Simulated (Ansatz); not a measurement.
`FC(F)(F)COB(Cl)Cl` + `[OH][SnH]([F])[F]` → `[F][SnH]([F])[O]C(F)(F)F` + `COB(Cl)Cl`  (substitution at a C–C bond)

Isolated molecules relaxed with PBE0-D4/def2-TZVP in Ansatz; ΔE leaves out vibrations. CCSD(T)/CBS is the MP2 limit (def2-TZVPP, def2-QZVPP) plus CCSD(T) − MP2 in def2-TZVPP, frozen cores. Functionals use def2-TZVPP. B3LYP here is the variant with VWN-RPA as its local correlation; programs differ in this. def2 core potentials past Kr. For Sn outer-core shells are correlated without core-valence functions, which leaves a few kJ/mol of doubt a bond. Each species was taken in one conformer, which may not be the lowest.

```tsv
level	ΔE (kJ/mol)	difference from CCSD(T)/CBS
PBE-D4	3.0	-2.3
B3LYP-D4	0.1	-5.2
ωB97M-V	0.3	-5.0
B2PLYP	1.3	-4.0
PBE	2.3	-3.0
r2SCAN	-2.4	-7.7
PBE0	-0.5	-5.8
B3LYP	-0.8	-6.1
HF/def2-TZVPP	-12.6	-17.9
SCS-MP2/def2-TZVPP	3.6	-1.7
CCSD(T)/def2-TZVPP	2.7	-2.6
MP2/def2-QZVPP	6.9	1.6
SCS-MP2/def2-QZVPP	4.6	-0.7
HF/CBS(def2)	-14.0	-19.3
MP2/CBS(def2)	8.4	3.1
CCSD/CBS(def2)	4.4	-0.9
CCSD(T)/CBS	5.3	0
```

Largest T1 diagnostic among the species: 0.015.

In def2-TZVPP, CCSD(T) changes the Hartree–Fock value by +15.2 kJ/mol (the triples alone add +0.9 kJ/mol) and MP2 by +18.4 kJ/mol.
